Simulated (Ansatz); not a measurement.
Reactions of C₃H₈BClO₂, SMILES `CC(C)OB(O)Cl`.

Computed with Ansatz on PBE0-D4/def2-TZVP structures; ΔE is electronic, products minus reactants. CCSD(T)/CBS adds triple-zeta CCSD(T) − MP2 to the extrapolated MP2 energy (def2 sets, frozen cores). This one scheme is used for every species. Functionals use def2-TZVPP. def2 core potentials past Kr. For Cd, Sn outer-core shells are correlated without core-valence functions, which leaves a few kJ/mol of doubt a bond. One conformer a species, not always the lowest.

| reaction | ωB97X-V (kJ/mol) | PBE0-D4 (kJ/mol) |
| --- | --- | --- |
| `CC(C)OB(O)Cl` + `FC(F)(F)C1=CC(C(F)(F)F)=[O+][Sn-]([Cl])[O]1` → `O[B-]1(Cl)OC(C(F)(F)F)=CC(C(F)(F)F)=[O+]1` + `CC(C)[O][Sn][Cl]` | 104 | 100 |
| `CC(C)OB(O)Cl` + `N[Si](Cl)(Cl)Cl` → `CC(C)N[Si](Cl)(Cl)Cl` + `OB(O)Cl` | -8 | -12 |
| `CC(C)OB(O)Cl` + `CN[SiH2]Cl` → `CC(C)N(C)[SiH2]Cl` + `OB(O)Cl` | -7 | -11 |
| `CC(C)OB(O)Cl` + `C[O][Cd][OH]` → `COB(O)Cl` + `CC(C)[O][Cd][OH]` | -4 | -4 |

Problem. Give the CCSD(T)/CBS values in the same order. (Best estimate.)

Solution. Computed: 106, -11, -11, -7 kJ/mol.

Largest T1 diagnostic: 0.017, for `C[O][Cd][OH]`.
